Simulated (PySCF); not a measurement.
Match the calculated data to a structure.

All candidates are C6H7N.

- Dipole: 2.70 D [PBE0/def2-SVPD]
- Polarisability: 86.4 au [PBE0/def2-SVPD]
- Triplet: lowest triplet excitation (Tamm–Dancoff): 2.38 eV [TDA PBE0/def2-SVPD]
- UV, first state: lowest singlet excitation: 3.80 eV (326 nm, f = 0.000) [TDDFT PBE0/def2-SVPD]
- Rotational structure: rotational constants A, B, C: 7.919, 1.492, 1.266 GHz [GFN2-xTB]
- UV, strongest line: among the 8 lowest singlet transitions: S2 at 4.47 eV (278 nm, f = 0.456) [TDDFT PBE0/def2-SVPD]

The electronic properties come from PySCF, for the isolated species, density fitting. Levels stand in brackets. Isolated species at its GFN2-xTB geometry (one conformer only).

Task: Which candidate is it?
A. `C=C/C=C\C1=NC1`
B. `[H]/N=C\C=C=C=CC`
C. `C#C/C(C=C)=N\C`

Result: A. It is `C=C/C=C\C1=NC1`. Numbering: `[CH2:1]=[CH:2]/[CH:3]=[CH:4]\[C:5]1=[N:6][CH2:7]1`. Its formula, C6H7N, gives 4 degrees of unsaturation: 1 ring and 3 π bonds in the structure found. S1 is mainly HOMO−1→LUMO (weight 0.98); the largest Löwdin shares of the orbital it empties are 0.42 on the C=N nitrogen, 0.28 on the sp3 carbon bound to nitrogen and 0.18 on the C=N carbon, of the orbital it fills 0.19 on an alkene CH carbon, 0.18 on the terminal =CH2 carbon, 0.16 on an alkene CH carbon and 0.15 on the C=N nitrogen. The optimised geometry has point group Cs and is an asymmetric top.

The others, at the same levels:
- `C#C/C(C=C)=N\C` fails: its computed lowest singlet excitation is 4.02 eV (308 nm, f = 0.000) (against 3.80 eV), lowest triplet excitation (Tamm–Dancoff) is 3.10 eV (against 2.38 eV) and static isotropic polarisability is 81.8 au (against 86.4 au).
- `[H]/N=C\C=C=C=CC` fails: its computed static isotropic polarisability is 102.7 au (against 86.4 au), rotational constant A is 11.296 GHz (against 7.919 GHz) and smallest rotational constant is 0.869 GHz (against 1.266 GHz).

Each candidate is one conformer, not necessarily the lowest. The conformers computed, where there is a choice (atom-mapped SMILES and torsion angles):
- `[CH2:1]=[CH:2]/[CH:3]=[CH:4]\[C:5]1=[N:6][CH2:7]1`: C1–C2–C3–C4 180°, C3–C4–C5–N6 0°
- `[CH:1]#[C:2]/[C:3]([CH:4]=[CH2:5])=[N:6]\[CH3:7]`: C2–C3–C4–C5 0°
- `[H]/[N:7]=[CH:6]\[CH:5]=[C:4]=[C:3]=[CH:2][CH3:1]`: C4–C5–C6–N7 180°
